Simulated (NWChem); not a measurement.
Molecule: SiH₂O, singlet; SMILES O[SiH]

All runs: NWChem. Pople sets run with spherical d functions. Low-valent species are run as closed-shell singlets; no triplet was tried in these runs. Geometry: optimised at PBE-D3(BJ)/def2-SVP. Total energies compare along this basis series because the functional is fixed.

| level | basis functions | energy (Ha) | highest occupied level (eV) | orbital gap (eV) | dipole (D) |
|---|---|---|---|---|---|
| CAM-B3LYP/STO-3G | 16 | -361.3877 | -4.67 | 8.48 | 1.10 |
| CAM-B3LYP/3-21G | 26 | -363.9056 | -7.79 | 6.97 | 2.17 |
| CAM-B3LYP/6-31G* | 36 | -365.8497 | -7.90 | 7.06 | 1.80 |
| CAM-B3LYP/6-31+G* | 44 | -365.8599 | -8.09 | 6.91 | 1.79 |
| CAM-B3LYP/6-311G** | 56 | -365.9087 | -8.00 | 6.99 | 1.59 |
| CAM-B3LYP/6-311++G** | 66 | -365.9151 | -8.12 | 6.89 | ? |
| CAM-B3LYP/def2-TZVPD | 101 | -365.9308 | -8.09 | 6.96 | 1.44 |
| CAM-B3LYP/def2-QZVP | 187 | -365.9469 | -8.09 | 6.95 | 1.43 |

Question: Some entries are withheld; supply them.

Answer: 
- CAM-B3LYP/6-311++G**, dipole (D): 1.66
